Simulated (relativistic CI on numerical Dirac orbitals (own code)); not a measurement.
Level scheme of Lu¹⁰⁺

Method of calculation: Dirac-Coulomb-Breit CI, separate exchange-only KLI orbitals for each configuration, a model potential for QED, unscaled Slater integrals (own radial code, finite nucleus).

Configuration list (outside the closed core [Kr] 4d10): 4f12 5s2 5p, 4f11 5s2 5p2, 4f13 5s2, 4f12 5s 5p2, 4f14 5s, 4f12 5s2 5d, 4f13 5s 5p, 4f13 5p2, 4f12 5s2 5f, 4f12 5s2 6s, 4f12 5s2 5g, 4f11 5s2 5p 6s, 4f14 5p, 4f14 5d, 4f14 5f, 4f12 5p3, 4f11 5p4, 4f13 5s 5d, 4f13 5s 6s, 4f14 6s. Double excitations out of closed p, d and f shells are left out; levels of such configurations are missing from the list, as are those of other unlisted configurations, and high levels can miss mixing partners. Some configurations lack a partner that the ground configuration has and come out too high, among them 4f11 5s2 5p 6s.

```csv
No.,Configuration,Term,J,E (cm⁻¹),%,Lifetime (s),jj configuration (%)
1,4f11(4I°) 5p2(1S),4I°,15/2,0.0,34,,4f7/2^5 5p1/2^2 (76)
2,4f11(4I°) 5p2(1S),4I°,13/2,12314.0,23,1.21e-02,4f5/2^5 4f7/2^6 5p1/2^2 (87)
3,4f11(4I°) 5p2(1S),4I°,11/2,17804.3,21,1.29e-01,4f7/2^5 5p1/2^2 (36)
4,4f11(2H°) 5p2(3P),4I°,9/2,20000.6,16,5.86e+00,4f7/2^5 5p1/2^2 (76)
5,4f11(4I°) 5p2(1S),4I°,9/2,26202.3,20,3.75e-02,4f5/2^5 4f7/2^6 5p1/2^2 (61)
6,4f11(4S°) 5p2(3P),6P°,3/2,29754.7,26,,4f7/2^5 5p1/2^2 (71)
7,4f11(4G°) 5p2(1S),4G°,11/2,30983.2,23,7.07e-03,4f7/2^5 5p1/2^2 (41)
8,4f11(4F°) 5p2(1S),4F°,7/2,34607.1,22,1.66e-02,4f5/2^5 4f7/2^6 5p1/2^2 (82)
9,4f11(4F°) 5p2(3P),6G°,5/2,36823.3,26,4.18e-01,4f5/2^5 4f7/2^6 5p1/2^2 (45)
10,4f11(4F°) 5p2(1S),4F°,3/2,37759.1,29,5.48e-02,4f5/2^5 4f7/2^6 5p1/2^2 (78)
11,4f11(4F°) 5p2(1S),4F°,9/2,41089.2,16,7.41e-03,4f5/2^5 4f7/2^6 5p1/2^2 (55)
12,4f11(2K°) 5p2(1S),2K°,15/2,43265.7,28,4.90e-03,4f5/2^5 4f7/2^6 5p1/2^2 (62)
13,4f11(4G°) 5p2(1S),4G°,11/2,43773.5,25,5.70e-03,4f5/2^5 4f7/2^6 5p1/2^2 (56)
14,4f11 5s2 5p2,4G°,7/2,44122.1,22,5.15e-02,4f5/2^5 4f7/2^6 5p1/2^2 (34)
15,4f11(4G°) 5p2(1S),4G°,9/2,45376.8,19,6.31e-03,4f5/2^5 4f7/2^6 5p1/2^2 (52)
16,4f11(2D°) 5p2(3P),4F°,3/2,52559.9,18,6.55e-03,4f5/2^4 4f7/2^7 5p1/2^2 (52)
17,4f11(2K°) 5p2(1S),2K°,13/2,53148.8,29,1.17e-02,4f5/2^5 4f7/2^6 5p1/2^2 (60)
18,4f11(4G°) 5p2(1S),4G°,5/2,53879.9,35,2.71e-02,4f5/2^5 4f7/2^6 5p1/2^2 (53)
19,4f11(2P°) 5p2(3P),4D°,1/2,54115.1,47,1.19e-02,4f5/2^5 4f7/2^6 5p1/2^2 (88)
20,4f11(2D°) 5p2(3P),4D°,5/2,56337.3,22,7.02e-03,4f7/2^5 5p1/2^2 (41)
21,4f11(2G°) 5p2(3P),4H°,7/2,57165.8,21,5.98e-03,4f5/2^4 4f7/2^7 5p1/2^2 (87)
22,4f11(2D°) 5p2(1S),2D°,5/2,61712.1,19,7.01e-03,4f5/2^4 4f7/2^7 5p1/2^2 (43)
23,4f11(4D°) 5p2(1S),4D°,7/2,61712.1,34,1.87e-02,4f5/2^5 4f7/2^6 5p1/2^2 (57)
24,4f11(2H°) 5p2(3P),4I°,9/2,62762.3,17,2.72e-03,4f5/2^3 4f7/2^8 5p1/2^2 (60)
25,4f11(2I°) 5p2(1S),2I°,11/2,64256.6,29,7.98e-03,4f5/2^5 4f7/2^6 5p1/2^2 (76)
26,4f11(2L°) 5p2(1S),2L°,17/2,64681.5,31,2.22e-03,4f5/2^5 4f7/2^6 5p1/2^2 (84)
27,4f11(4I°) 5p2(3P),6I°,17/2,66178.0,55,2.71e-04,4f7/2^5 5p1/2 5p3/2 (70)
28,4f12(3H) 5p,4G°,11/2,66814.4,62,3.47e-02,4f7/2^6 5p1/2 (80)
29,4f11(2I°) 5p2(1S),2I°,13/2,68556.1,20,6.05e-03,4f5/2^4 4f7/2^7 5p1/2^2 (37)
30,4f11(4D°) 5p2(1S),4D°,3/2,68627.3,29,6.86e-03,4f5/2^5 4f7/2^6 5p1/2^2 (54)
31,4f11(2D°) 5p2(3P),4F°,3/2,71476.8,23,4.23e-03,4f5/2^4 4f7/2^7 5p1/2^2 (56)
32,4f11(4I°) 5p2(3P),6H°,15/2,72989.5,52,2.36e-04,4f7/2^5 5p1/2 5p3/2 (62)
33,4f12(3H) 5p,2I°,13/2,73369.8,25,2.25e-03,4f7/2^6 5p1/2 (52)
34,4f11(2H°) 5p2(1S),2H°,9/2,75742.7,34,6.31e-03,4f5/2^5 4f7/2^6 5p1/2^2 (63)
35,4f12(3F) 5p,4D°,7/2,76346.8,30,6.78e-02,4f7/2^6 5p1/2 (89)
36,4f11(4I°) 5p2(3P),6H°,13/2,76758.3,39,2.89e-04,4f5/2^5 4f7/2^6 5p1/2 5p3/2 (42)
37,4f11(2L°) 5p2(1S),2L°,15/2,76972.4,30,5.76e-03,4f5/2^4 4f7/2^7 5p1/2^2 (79)
38,4f11(4D°) 5p2(3P),6F°,1/2,77357.5,42,5.82e-03,4f5/2^4 4f7/2^7 5p1/2^2 (80)
39,4f11 5s2 5p2,4D°,5/2,78797.2,17,3.42e-03,4f5/2^4 4f7/2^7 5p1/2^2 (63)
40,4f12(3F) 5p,2G°,9/2,79253.7,26,2.22e-02,4f7/2^6 5p1/2 (82)
41,4f11(4I°) 5p2(3P),6H°,11/2,80476.1,21,3.87e-04,4f5/2^5 4f7/2^6 5p1/2 5p3/2 (43)
42,4f12(3H) 5p,4G°,9/2,81248.6,31,7.69e-03,4f5/2^5 4f7/2^7 5p1/2 (80)
43,4f11(4I°) 5p2(3P),4I°,15/2,82169.6,33,2.22e-04,4f5/2^5 4f7/2^6 5p1/2 5p3/2 (78)
44,4f12(3H) 5p,4I°,11/2,82189.7,21,9.31e-04,4f5/2^5 4f7/2^7 5p1/2 (38)
45,4f11(4I°) 5p2(1D),4L°,19/2,82353.8,51,6.35e-03,4f7/2^5 5p1/2 5p3/2 (73)
46,4f12(3H) 5p,4I°,11/2,83474.6,18,5.00e-03,4f5/2^4 4f7/2^7 5p1/2^2 (53)
47,4f11(4I°) 5p2(3P),6I°,9/2,84165.3,33,2.97e-04,4f5/2^4 4f7/2^7 5p1/2 5p3/2 (42)
48,4f11(2F°) 5p2(1S),2F°,7/2,84478.9,27,1.54e-03,4f5/2^4 4f7/2^7 5p1/2^2 (49)
49,4f11(4I°) 5p2(3P),6I°,7/2,85788.0,37,4.87e-04,4f5/2^5 4f7/2^7 5p1/2 (32)
50,4f11(4I°) 5p2(3P),4H°,13/2,86579.5,47,2.52e-04,4f7/2^5 5p1/2 5p3/2 (43)
51,4f11(4I°) 5p2(1D),4K°,17/2,87100.3,59,1.95e-03,4f7/2^5 5p1/2 5p3/2 (65)
52,4f11(4I°) 5p2(3P),6I°,7/2,88162.3,25,5.70e-04,4f5/2^5 4f7/2^7 5p1/2 (51)
53,4f11(4I°) 5p2(1D),4I°,15/2,88524.1,48,1.52e-03,4f7/2^5 5p1/2 5p3/2 (56)
54,4f11(4I°) 5p2(3P),4I°,13/2,89236.1,31,2.95e-04,4f7/2^5 5p1/2 5p3/2 (59)
55,4f12(3F) 5p,4G°,5/2,89490.0,35,1.69e-02,4f5/2^5 4f7/2^7 5p1/2 (67)
56,4f11(4F°) 5p2(3P),6F°,11/2,89709.4,26,2.52e-04,4f7/2^5 5p1/2 5p3/2 (76)
57,4f12(3H) 5p,4I°,9/2,90049.7,33,1.25e-03,4f5/2^5 4f7/2^7 5p1/2 (55)
58,4f12(3F) 5p,4F°,3/2,91079.5,18,4.13e-03,4f5/2^3 4f7/2^8 5p1/2^2 (32)
59,4f11(4F°) 5p2(3P),6D°,9/2,91192.8,27,3.04e-04,4f7/2^5 5p1/2 5p3/2 (55)
60,4f11(4I°) 5p2(1D),4G°,11/2,92066.4,34,7.06e-04,4f7/2^5 5p1/2 5p3/2 (54)
61,4f11(4I°) 5p2(1D),4H°,13/2,93038.7,26,2.99e-04,4f5/2^5 4f7/2^6 5p1/2 5p3/2 (56)
62,4f12(3F) 5p,4G°,7/2,93424.3,22,3.27e-03,4f5/2^5 4f7/2^7 5p1/2 (61)
63,4f12(3F) 5p,2F°,5/2,93529.6,26,9.68e-03,4f5/2^5 4f7/2^7 5p1/2 (44)
64,4f12(3F) 5p,2D°,3/2,93829.8,21,3.36e-03,4f7/2^6 5p1/2 (27)
65,4f11(4I°) 5p2(1D),4L°,17/2,94985.4,54,2.56e-03,4f5/2^5 4f7/2^6 5p1/2 5p3/2 (81)
66,4f11(4I°) 5p2(3P),4H°,11/2,95550.0,24,2.29e-04,4f5/2^5 4f7/2^6 5p1/2 5p3/2 (63)
67,4f11(4F°) 5p2(3P),6D°,7/2,96714.1,28,3.04e-04,4f5/2^5 4f7/2^6 5p1/2 5p3/2 (62)
68,4f11(4I°) 5p2(1D),4H°,11/2,97273.5,29,6.04e-04,4f5/2^5 4f7/2^6 5p1/2 5p3/2 (70)
69,4f12(1G) 5p,2H°,9/2,97895.8,23,1.25e-03,4f5/2^4 4f7/2^8 5p1/2 (31)
70,4f11(4S°) 5p2(3P),6P°,5/2,98045.1,55,2.63e-04,4f5/2^5 4f7/2^6 5p1/2 5p3/2 (67)
```

Energies count from the lowest computed level; ° marks odd parity; lifetimes are radiative, by E1, M1, E2, M2, E3 decay to levels of this space only; some are left blank where a channel outside the calculation adds to the decay or the decay crosses a small, uncertain gap. Percentages are summed over parent terms; the parents shown are those of the largest component, closed shells are left out there. Filled j subshells are mostly left out of the jj labels.

The mean weight of the leading LS term, summed over parents, in these 70 levels is 30 %, and that of the leading jj configuration (from the same eigenvectors) 60 %, so jj coupling describes them better and the LS labels are nominal.

At this charge transitions that keep the count of f electrons are usually good to a few per cent. Terms inside the open d or f shell come out 10 to 20 % too wide with unscaled integrals. Levels and lines within the n = 5 or 6 shells can be off by up to 10 % or somewhat more, and those that change n by about 2 %, since core polarisation is missing. Levels that differ in their count of f electrons can be misplaced by several ten thousand cm⁻¹, since the correlation energy of f electrons is missing or only estimated; rates across such gaps can be off by orders of magnitude. The computed lowest level isn't the tabulated ground level, which NIST ASD gives as 4f12 5s2 5p °; for such ions that label comes from theory and may be the wrong one.

LS names give the leading component of a level, which can be under half, so a name can repeat, a term be missing and a line seem to break the LS rules.
